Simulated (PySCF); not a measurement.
CH3N2S, doublet, at a GFN2-xTB geometry; CASSCF(5,6)/6-31G* run with PySCF.

Here is a job for PySCF.
```python
from pyscf import gto, scf, mcscf
import numpy

mol = gto.M(
    atom='''
N     0.926540   -0.935804    0.872501
C    -0.029205   -0.357232    0.268196
N    -1.297675   -0.776740    0.374054
S     0.278330    1.035925   -0.744927
H     1.857206   -0.566127    0.747514
H    -1.502357   -1.574730    0.949530
H    -2.034963   -0.302743   -0.113281
''',
    basis='6-31g*',
    charge=0,
    spin=1,
    verbose=4,
)

mf = scf.ROHF(mol)
mf.kernel()
mc = mcscf.CASSCF(mf, 6, 5)
mc.fix_spin_(ss=0.75)
mc.kernel()
occ = numpy.linalg.eigvalsh(mc.fcisolver.make_rdm1(mc.ci, mc.ncas, mc.nelecas))[::-1]
ss = mc.fcisolver.spin_square(mc.ci, mc.ncas, mc.nelecas)[0]
print('natural occupations', occ.round(4), ' <S^2>', round(ss, 4))
```

It wrote (shortened):

```
PySCF version 2.14.0

[INPUT] verbose = 4
[INPUT] num. atoms = 7
[INPUT] num. electrons = 39
[INPUT] charge = 0
[INPUT] spin (= nelec alpha-beta = 2S) = 1
[INPUT] symmetry False subgroup None
[INPUT] Mole.unit = angstrom
[INPUT] Symbol           X                Y                Z      unit          X                Y                Z       unit  Magmom
[...]
nuclear repulsion = 148.11190909384
number of shells = 32
number of NR pGTOs = 144
number of NR cGTOs = 66
basis = 6-31g*
ecp = {}

******** <class 'pyscf.scf.rohf.ROHF'> ********
method = ROHF
initial guess = minao
damping factor = 0
level_shift factor = 0
DIIS = <class 'pyscf.scf.diis.CDIIS'>
diis_start_cycle = 1
diis_space = 8
diis_damp = 0
SCF conv_tol = 1e-09
SCF conv_tol_grad = None
SCF max_cycles = 50
direct_scf = True
direct_scf_tol = 1e-13
num. doubly occ = 19  num. singly occ = 1
Set gradient conv threshold to 3.16228e-05
init E= -546.677654388547
[...]
cycle= 1 E= -545.767684115287  delta_E= 0.91  |g|= 0.646  |ddm|=  1.9
[...]
cycle= 2 E= -545.749652235022  delta_E= 0.018  |g|= 0.846  |ddm|= 1.44
[...]
cycle= 3 E= -545.949963010458  delta_E= -0.2  |g|= 0.256  |ddm|= 0.605
[...]
cycle= 4 E= -545.973474635614  delta_E= -0.0235  |g|= 0.066  |ddm|= 0.283
[...]
cycle= 5 E= -545.975056002363  delta_E= -0.00158  |g|= 0.0186  |ddm|= 0.0795
[...]
cycle= 6 E= -545.975189721311  delta_E= -0.000134  |g|= 0.00563  |ddm|= 0.0216
[...]
cycle= 7 E= -545.975217923865  delta_E= -2.82e-05  |g|= 0.00327  |ddm|= 0.0117
[...]
cycle= 8 E= -545.975224759199  delta_E= -6.84e-06  |g|= 0.00135  |ddm|= 0.00663
[...]
cycle= 9 E= -545.975226201615  delta_E= -1.44e-06  |g|= 0.000415  |ddm|= 0.00278
[...]
cycle= 10 E= -545.975226402977  delta_E= -2.01e-07  |g|= 0.00011  |ddm|= 0.00136
[...]
cycle= 11 E= -545.975226414545  delta_E= -1.16e-08  |g|= 2.77e-05  |ddm|= 0.000288
[...]
cycle= 12 E= -545.975226415805  delta_E= -1.26e-09  |g|= 8.15e-06  |ddm|= 8.33e-05
[...]
cycle= 13 E= -545.975226415958  delta_E= -1.53e-10  |g|= 3.31e-06  |ddm|= 2.86e-05
[...]
Extra cycle  E= -545.97522641598  delta_E= -2.13e-11  |g|= 1.9e-06  |ddm|= 7.68e-06
converged SCF energy = -545.97522641598

******** <class 'pyscf.mcscf.mc1step.CASSCF'> ********
CAS (3e+2e, 6o), ncore = 17, nvir = 43
max_cycle_macro = 50
max_cycle_micro = 4
conv_tol = 1e-07
conv_tol_grad = None
orbital rotation max_stepsize = 0.02
orbital rotation threshold for CI restart = 0.01
augmented hessian ah_max_cycle = 30
augmented hessian ah_conv_tol = 1e-12
augmented hessian ah_linear dependence = 1e-14
augmented hessian ah_level shift = 1e-08
augmented hessian ah_start_tol = 2.5
augmented hessian ah_start_cycle = 3
augmented hessian ah_grad_trust_region = 3
kf_trust_region = 3
kf_interval = 4
ci_response_space = 4
ci_grad_trust_region = 3
with_dep4 0
natorb = False
canonicalization = True
sorting_mo_energy = False
ao2mo_level = 2
internal_rotation = False
******** <class 'pyscf.fci.addons.SpinPenaltyFCISolver'> ********
max. cycles = 50
conv_tol = 1e-08
davidson only = True
linear dependence = 1e-12
level shift = 0.001
max iter space = 12
nroots = 1
pspace_size = 400
spin = None
CASCI E = -545.985023488842  S^2 = 0.7500000
Set conv_tol_grad to 0.000316228
macro iter   1 ( 21 JK    4 micro), CASSCF E = -545.994979079635  dE = -9.95559079e-03  S^2 = 0.7500000
               |grad[o]|=0.028  |grad[c]|=0.0195  |ddm|=0.047  |maxRot[o]|=0.218
macro iter   2 ( 21 JK    4 micro), CASSCF E = -546.000432554101  dE = -5.45347447e-03  S^2 = 0.7500000
               |grad[o]|=0.0293  |grad[c]|=0.00887  |ddm|=0.0129  |maxRot[o]|=0.292
macro iter   3 ( 21 JK    4 micro), CASSCF E = -546.003114963609  dE = -2.68240951e-03  S^2 = 0.7500000
               |grad[o]|=0.0213  |grad[c]|=0.00728  |ddm|=0.00592  |maxRot[o]|=0.159
macro iter   4 ( 21 JK    4 micro), CASSCF E = -546.004351999262  dE = -1.23703565e-03  S^2 = 0.7500000
               |grad[o]|=0.0165  |grad[c]|=0.00668  |ddm|=0.00849  |maxRot[o]|=0.104
macro iter   5 ( 21 JK    4 micro), CASSCF E = -546.005808088885  dE = -1.45608962e-03  S^2 = 0.7500000
               |grad[o]|=0.00944  |grad[c]|=0.0201  |ddm|=0.0148  |maxRot[o]|=0.171
macro iter   6 ( 21 JK    4 micro), CASSCF E = -546.010619582038  dE = -4.81149315e-03  S^2 = 0.7500000
               |grad[o]|=0.00906  |grad[c]|=0.0181  |ddm|=0.0246  |maxRot[o]|=0.293
macro iter   7 ( 21 JK    4 micro), CASSCF E = -546.014826518909  dE = -4.20693687e-03  S^2 = 0.7500000
               |grad[o]|=0.00877  |grad[c]|=0.0131  |ddm|=0.00885  |maxRot[o]|=0.302
macro iter   8 ( 20 JK    4 micro), CASSCF E = -546.015149421636  dE = -3.22902727e-04  S^2 = 0.7500000
               |grad[o]|=0.00574  |grad[c]|=0.00536  |ddm|=0.00582  |maxRot[o]|=0.111
macro iter   9 ( 21 JK    4 micro), CASSCF E = -546.015412436519  dE = -2.63014883e-04  S^2 = 0.7500000
               |grad[o]|=0.0032  |grad[c]|=0.00645  |ddm|=0.00242  |maxRot[o]|=0.115
macro iter  10 ( 12 JK    3 micro), CASSCF E = -546.016092360004  dE = -6.79923485e-04  S^2 = 0.7500000
               |grad[o]|=0.00342  |grad[c]|=0.0168  |ddm|=0.00606  |maxRot[o]|=0.146
macro iter  11 ( 21 JK    4 micro), CASSCF E = -546.016990882002  dE = -8.98521998e-04  S^2 = 0.7500000
               |grad[o]|=0.00303  |grad[c]|=0.0334  |ddm|=0.0128  |maxRot[o]|=0.176
macro iter  12 ( 12 JK    3 micro), CASSCF E = -546.018096831967  dE = -1.10594996e-03  S^2 = 0.7500000
               |grad[o]|=0.00687  |grad[c]|=0.0184  |ddm|=0.0082  |maxRot[o]|=0.147
macro iter  13 ( 18 JK    4 micro), CASSCF E = -546.018955692193  dE = -8.58860226e-04  S^2 = 0.7500000
               |grad[o]|=0.0043  |grad[c]|=0.0103  |ddm|=0.00665  |maxRot[o]|=0.154
macro iter  14 ( 21 JK    4 micro), CASSCF E = -546.019144021098  dE = -1.88328905e-04  S^2 = 0.7500000
               |grad[o]|=0.00635  |grad[c]|=0.0108  |ddm|=0.00291  |maxRot[o]|=0.0934
macro iter  15 ( 20 JK    4 micro), CASSCF E = -546.019178491533  dE = -3.44704346e-05  S^2 = 0.7500000
[...]
               |grad[o]|=0.00316  |grad[c]|=0.00431  |ddm|=0.00189  |maxRot[o]|=0.0692
macro iter  22 ( 21 JK    4 micro), CASSCF E = -546.019942990578  dE = -8.43991961e-05  S^2 = 0.7500000
               |grad[o]|=0.00197  |grad[c]|=0.00685  |ddm|=0.00724  |maxRot[o]|=0.0848
macro iter  23 ( 18 JK    4 micro), CASSCF E = -546.019977837116  dE = -3.48465380e-05  S^2 = 0.7500000
               |grad[o]|=0.00327  |grad[c]|=0.00767  |ddm|=0.00341  |maxRot[o]|=0.016
macro iter  24 ( 17 JK    4 micro), CASSCF E = -546.019981429996  dE = -3.59287958e-06  S^2 = 0.7500000
               |grad[o]|=0.00289  |grad[c]|=0.00784  |ddm|=0.0101  |maxRot[o]|=0.0395
macro iter  25 ( 18 JK    4 micro), CASSCF E = -546.020079696788  dE = -9.82667924e-05  S^2 = 0.7500000
               |grad[o]|=0.00323  |grad[c]|=0.00689  |ddm|=0.0108  |maxRot[o]|=0.0206
macro iter  26 ( 21 JK    4 micro), CASSCF E = -546.020087039642  dE = -7.34285334e-06  S^2 = 0.7500000
               |grad[o]|=0.00282  |grad[c]|=0.00955  |ddm|=0.0263  |maxRot[o]|=0.0574
macro iter  27 ( 21 JK    4 micro), CASSCF E = -546.020195903603  dE = -1.08863961e-04  S^2 = 0.7500000
               |grad[o]|=0.00422  |grad[c]|=0.0109  |ddm|=0.0349  |maxRot[o]|=0.0432
macro iter  28 ( 21 JK    4 micro), CASSCF E = -546.020395609407  dE = -1.99705803e-04  S^2 = 0.7500000
               |grad[o]|=0.00434  |grad[c]|=0.0118  |ddm|=0.0543  |maxRot[o]|=0.0659
macro iter  29 ( 20 JK    4 micro), CASSCF E = -546.020860957512  dE = -4.65348105e-04  S^2 = 0.7500000
               |grad[o]|=0.00624  |grad[c]|=0.0147  |ddm|=0.0709  |maxRot[o]|=0.0701
macro iter  30 ( 20 JK    4 micro), CASSCF E = -546.021723352267  dE = -8.62394756e-04  S^2 = 0.7500000
               |grad[o]|=0.00804  |grad[c]|=0.0161  |ddm|=0.109  |maxRot[o]|=0.0959
macro iter  31 ( 20 JK    4 micro), CASSCF E = -546.023237473395  dE = -1.51412113e-03  S^2 = 0.7500000
               |grad[o]|=0.0101  |grad[c]|=0.0246  |ddm|=0.205  |maxRot[o]|=0.142
macro iter  32 ( 21 JK    4 micro), CASSCF E = -546.024559184231  dE = -1.32171084e-03  S^2 = 0.7500000
               |grad[o]|=0.0108  |grad[c]|=0.024  |ddm|=0.252  |maxRot[o]|=0.141
macro iter  33 ( 21 JK    4 micro), CASSCF E = -546.025341319008  dE = -7.82134777e-04  S^2 = 0.7500000
               |grad[o]|=0.011  |grad[c]|=0.0228  |ddm|=0.203  |maxRot[o]|=0.0978
macro iter  34 ( 21 JK    4 micro), CASSCF E = -546.025873540095  dE = -5.32221087e-04  S^2 = 0.7500000
               |grad[o]|=0.0119  |grad[c]|=0.0206  |ddm|=0.145  |maxRot[o]|=0.0705
macro iter  35 ( 21 JK    4 micro), CASSCF E = -546.026447336458  dE = -5.73796363e-04  S^2 = 0.7500000
               |grad[o]|=0.0121  |grad[c]|=0.0193  |ddm|=0.0994  |maxRot[o]|=0.0584
macro iter  36 ( 21 JK    4 micro), CASSCF E = -546.026945330044  dE = -4.97993586e-04  S^2 = 0.7500000
               |grad[o]|=0.0106  |grad[c]|=0.0179  |ddm|=0.0741  |maxRot[o]|=0.0511
macro iter  37 ( 21 JK    4 micro), CASSCF E = -546.027257649975  dE = -3.12319931e-04  S^2 = 0.7500000
               |grad[o]|=0.00949  |grad[c]|=0.0158  |ddm|=0.0557  |maxRot[o]|=0.0405
macro iter  38 ( 21 JK    4 micro), CASSCF E = -546.027456376613  dE = -1.98726637e-04  S^2 = 0.7500000
               |grad[o]|=0.00912  |grad[c]|=0.0143  |ddm|=0.0402  |maxRot[o]|=0.0308
macro iter  39 ( 20 JK    4 micro), CASSCF E = -546.027850325147  dE = -3.93948534e-04  S^2 = 0.7500000
               |grad[o]|=0.00895  |grad[c]|=0.0168  |ddm|=0.0328  |maxRot[o]|=0.0309
macro iter  40 ( 20 JK    4 micro), CASSCF E = -546.028145799722  dE = -2.95474575e-04  S^2 = 0.7500000
               |grad[o]|=0.00777  |grad[c]|=0.0163  |ddm|=0.0255  |maxRot[o]|=0.024
macro iter  41 ( 21 JK    4 micro), CASSCF E = -546.028178984786  dE = -3.31850640e-05  S^2 = 0.7500000
               |grad[o]|=0.00678  |grad[c]|=0.0121  |ddm|=0.0137  |maxRot[o]|=0.0101
macro iter  42 ( 18 JK    4 micro), CASSCF E = -546.028391861125  dE = -2.12876340e-04  S^2 = 0.7500000
               |grad[o]|=0.00712  |grad[c]|=0.0107  |ddm|=0.0102  |maxRot[o]|= 0.02
macro iter  43 ( 14 JK    4 micro), CASSCF E = -546.028624902112  dE = -2.33040987e-04  S^2 = 0.7500000
               |grad[o]|=0.00594  |grad[c]|=0.00732  |ddm|=0.00734  |maxRot[o]|=0.0301
macro iter  44 ( 19 JK    4 micro), CASSCF E = -546.028813310214  dE = -1.88408102e-04  S^2 = 0.7500000
               |grad[o]|=0.00449  |grad[c]|=0.00236  |ddm|=0.00237  |maxRot[o]|=0.0418
macro iter  45 ( 21 JK    4 micro), CASSCF E = -546.028892341501  dE = -7.90312869e-05  S^2 = 0.7500000
               |grad[o]|=0.00187  |grad[c]|=0.00361  |ddm|=0.00124  |maxRot[o]|=0.0659
macro iter  46 ( 20 JK    4 micro), CASSCF E = -546.029234885557  dE = -3.42544056e-04  S^2 = 0.7500000
               |grad[o]|=0.000683  |grad[c]|=0.0109  |ddm|=0.00542  |maxRot[o]|=0.167
macro iter  47 ( 18 JK    4 micro), CASSCF E = -546.029588899583  dE = -3.54014025e-04  S^2 = 0.7500000
               |grad[o]|=0.00167  |grad[c]|=0.00842  |ddm|=0.00696  |maxRot[o]|=0.146
macro iter  48 ( 19 JK    4 micro), CASSCF E = -546.029626548174  dE = -3.76485913e-05  S^2 = 0.7500000
               |grad[o]|=0.00127  |grad[c]|=0.00187  |ddm|=0.00179  |maxRot[o]|=0.0402
macro iter  49 (  7 JK    1 micro), CASSCF E = -546.029627758653  dE = -1.21047879e-06  S^2 = 0.7500000
               |grad[o]|=0.000139  |grad[c]|=0.000913  |ddm|=0.000208  |maxRot[o]|=0.00391
macro iter  50 (  6 JK    1 micro), CASSCF E = -546.029628367945  dE = -6.09292329e-07  S^2 = 0.7500000
               |grad[o]|=0.000109  |grad[c]|=0.000647  |ddm|=0.000181  |maxRot[o]|=0.00276
1-step CASSCF not converged,  50 macro (954 JK 191 micro) steps
CASSCF canonicalization
Density matrix diagonal elements [1.9608072  1.6969217  1.22331528 0.01240282 0.08760997 0.01894303]
CASSCF energy = -546.029628367945
CASCI E = -546.029628367945  E(CI) = -6.25277795037982  S^2 = 0.7500000
natural occupations [1.9701 1.9153 1.0041 0.0805 0.0263 0.0037]  <S^2> 0.75
```

The run did not converge; its last values are not results.
